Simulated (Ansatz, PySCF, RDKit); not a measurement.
Pair of molecules: germylsilane (SMILES [SiH3][GeH3]) (first 8 atoms) with CH4 (SMILES C); geometry from B3LYP-D3(BJ)/def2-TZVP, rigid monomers moved along the line of their centres of mass till Si1···C9 is 4.52 Å.
(charge 0, multiplicity 1):
```xyz
13

Si     0.6608     1.3379     0.6412
Ge    -0.3633    -0.8031     0.3704
H      0.1028     2.0357     1.8217
H      0.4136     2.1651    -0.5640
H      2.1238     1.1820     0.8214
H      0.1156    -1.7933     1.4461
H     -0.0190    -1.3942    -1.0095
H     -1.8959    -0.6902     0.4713
C      0.0818     0.0783     4.9477
H      0.0351    -0.4605     5.8931
H      0.1963     1.1440     5.1395
H      0.9318    -0.2807     4.3692
H     -0.8366    -0.0927     4.3878
```

Interaction energies are E(AB) − E(A) − E(B) at the monomers' geometry in the complex; basis-set methods are counterpoise corrected. Rows marked so take none. RDKit's UFF carries no charges.

Rows in 3-21G carry no dispersion term and start afresh at each structure; the Pople sets are all-electron and without relativity.

Programs: Ansatz (Gaussian orbitals); PySCF for 3-21G rows, the dispersion terms; RDKit for the force fields. Values without a source in brackets are computed.

One of these levels gives -0.25 kcal/mol for the interaction energy. Which one is it?
A) r2SCAN-D4/def2-TZVPPD
B) HF/3-21G (no counterpoise)
C) UFF

B, HF/3-21G (no counterpoise). The others give -1.02 (UFF), -0.68 (r2SCAN-D4/def2-TZVPPD)

Ansatz is a program for electronic structure.
